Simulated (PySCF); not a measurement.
# TDDFT excited states: C6H5Cl3

C₆H₅Cl₃.
SMILES: `ClC(Cl)(Cl)C1C=CC=C1`

Theory: TDDFT B3LYP/def2-SVPD, vertical, gas phase, core orbitals frozen in the response (PySCF). Geometry: GFN2-xTB; no solvent, vibrations or thermal averaging. Torsions of this conformer, `[Cl:1][C:2]([Cl:3])([Cl:4])[CH:5]1[CH:6]=[CH:7][CH:8]=[CH:9]1`: Cl1–C2–C5–C6 58°.

What does the calculation give for the low-lying excited states?

```tsv
state	λ (nm)	E (eV)	f	|μ| (D)	symmetry	main configurations (H = HOMO, L = LUMO)
S1	280.4	4.42	0.015	0.96	A″	H→L (95%)
S2	233.1	5.32	0.020	0.99	A″	H→L+1 (92%)
S3	221.1	5.61	0.020	0.97	A′	H→L+2 (96%)
S4	219.0	5.66	0.0043	0.45	A″	H→L+3 (96%)
S5	214.0	5.79	0.0007	0.18	–	H-1→L (93%)
S6	202.6	6.12	0.0079	0.58	A′	H-2→L (92%)
S7	198.1	6.26	0.0012	0.22	–	H-3→L (94%)
S8	194.8	6.36	0.0087	0.60	A″	H→L+4 (94%)
```

Triplets, Tamm–Dancoff:

```tsv
state	E (eV)	λ (nm)	main configurations (H = HOMO, L = LUMO)
T1	2.92	425.0	H→L (86%), H→L+1 (11%)
T2	4.95	250.4	H→L+1 (85%), H→L (11%)
T3	4.97	249.4	H→L+2 (22%), H-5→L (18%), H→L+8 (16%)
```

The lowest singlet comes at 280 nm (427 kJ/mol) in the ultraviolet; it is weak; its leading configuration is HOMO→LUMO (95%). The largest oscillator strength of a single state is 0.020. Löwdin shares by element: HOMO carbon 84% or more (atoms not listed hold the other 16%); LUMO carbon 55% or more (atoms not listed hold the other 45%). The oscillator strengths of these states sum to 0.078; summed over the whole spectrum of an exact calculation they would give the number of electrons, 92 (Thomas–Reiche–Kuhn). Weighted by f, the mean energy of these states is 5.45 eV. The listed states span 1.94 eV, and the widest gap between neighbours is 0.90 eV (S1 to S2). Symmetry labels in Cs follow from the direction of the transition dipole and are given only for states with f of 0.002 or more. Singlets were solved by full linear response, triplets in the Tamm–Dancoff approximation.
